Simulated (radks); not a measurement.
Values are calculated unless marked as measured or tabulated.
Problem. The table gives one normalised radial function P(r) = r R(r) of K2+ in [Ne] 3s2 3p5 (r in bohr). Level of theory: non-relativistic Kohn-Sham, PW91, spin-polarised, spherical densities, point nucleus; open shells are filled with parallel spins first (a radial shooting solver on a logarithmic mesh with Libxc functionals).

| r | P |
|---|---|
| 0.004387 | 0.0040 |
| 0.005622 | 0.0065 |
| 0.007205 | 0.0104 |
| 0.009233 | 0.0168 |
| 0.01193 | 0.0274 |
| 0.01528 | 0.0435 |
| 0.01958 | 0.0687 |
| 0.0251 | 0.1071 |
| 0.03242 | 0.1671 |
| 0.04154 | 0.2525 |
| 0.05324 | 0.3731 |
| 0.06877 | 0.5423 |
| 0.08812 | 0.7520 |
| 0.1129 | 0.9989 |
| 0.1447 | 1.2583 |
| 0.1869 | 1.4921 |
| 0.2395 | 1.6229 |
| 0.307 | 1.6012 |
| 0.3934 | 1.4034 |
| 0.5081 | 1.0525 |
| 0.6512 | 0.6651 |
| 0.8344 | 0.3387 |
| 1.069 | 0.1322 |
| 1.381 | 0.0352 |
| 1.77 | 0.0064 |
| 2.268 | 0.0007 |
| 2.93 | 0.0000 |
| 3.755 | 0.0000 |
| 4.811 | 0.0000 |
| 6.166 | 0.0000 |

Which n and l does it have? It may be an empty orbital.

Solution. n = 2, l = 1: the number of nodes gives n - l - 1 = 0, the rise at small r (about r^(l+1)) gives l, and the extent must fit the shell. The curve is that of 2p down; the table hardly tells the two spins apart. 2p down: eigenvalue -303.40 eV, 0 radial nodes, <r> = 0.351 bohr, 90 % of the charge inside 0.580 bohr.
